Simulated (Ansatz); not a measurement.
`NC([SiH3])[SiH2]Cl` + `CO[SiH](N)O` → `CO[SiH](N)O[SiH3]` + `NC[SiH2]Cl`  (ligand exchange at the Si–C bond)

Gas-phase electronic energies from Ansatz, PBE0-D4/def2-TZVP geometries. CBS: MP2 limit from def2 TZ/QZ plus the TZ coupled-cluster correction, frozen cores. DFT in def2-TZVPP. Each species was taken in one conformer, which may not be the lowest.

Q: Is it downhill or uphill in electronic energy at CCSD(T)/CBS, and by how much? (Best estimate.)

A: Computed: Downhill: ΔE = -27.1 kcal/mol.

Q: What do these levels give: r2SCAN-D4, r2SCAN, HF/def2-TZVPP, CCSD/def2-TZVPP, HF/def2-QZVPP, SCS-MP2/def2-QZVPP? (Estimate.)

A: Ansatz gave: r2SCAN-D4 -26.3, r2SCAN -26.3, HF/def2-TZVPP -34.4, CCSD/def2-TZVPP -28.2, HF/def2-QZVPP -35.0, SCS-MP2/def2-QZVPP -28.9 kcal/mol.

Largest T1 diagnostic among the species: 0.011.

In def2-TZVPP, CCSD(T) changes the Hartree–Fock value by +7.4 kcal/mol (the triples alone add +1.2 kcal/mol) and MP2 by +7.3 kcal/mol. From PBE to PBE0 (25 % exact exchange), in def2-TZVPP and without D4, ΔE moves by −1.8 kcal/mol.
